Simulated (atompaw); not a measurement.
## How hard is this Ga (Z = 31) PAW (atompaw) potential?

atompaw 4.2.0.5 input, output lines left out:

```
Ga 31
GGA-PBE scalarrelativistic loggrid 1500 logderivrange -3 5 201
4 4 3 0 0 0
4 1 0.5
0 0 0
c
c
c
v
c
c
v
c
2
2.55 2.30 1.85 2.15
y
0.45
n
y
1.35
n
y
0.15
n
custom rrkj gramschmidtortho sinc
3 0 troulliermartins
2.55
2.55
2.55
2.55
2.55
```

The pseudo-atom Hamiltonian at the reference potential is diagonalised in spherical Bessel functions j_l(qr) that vanish at 20 bohr, with q² up to the cutoff. All-electron valence levels (Ry): 4s -0.9134, 4p -0.4132.

Problem. How do the lowest levels (Ry) of each channel move with the cutoff, and are there ghosts?

Solution.

| cutoff (Ry) | s #1 | s #2 | p #1 | d #1 | f #1 | Σ f·Δε (mRy) |
| --- | --- | --- | --- | --- | --- | --- |
| 8 | -0.9134 | -0.1479 | -0.4124 | -0.0501 | 0.0304 | 0.5 |
| 10 | -0.9134 | -0.1479 | -0.4130 | -0.0501 | 0.0304 | 0.2 |
| 12 | -0.9134 | -0.1479 | -0.4132 | -0.0501 | 0.0304 | 0.1 |
| 400 | -0.9134 | -0.1479 | -0.4132 | -0.0501 | 0.0304 | 0.0 |

Result: no extra level below or beside the all-electron valence levels (s, p, d, f tested); 10 mRy is reached at 6 Ry and 1 mRy at 8 Ry.
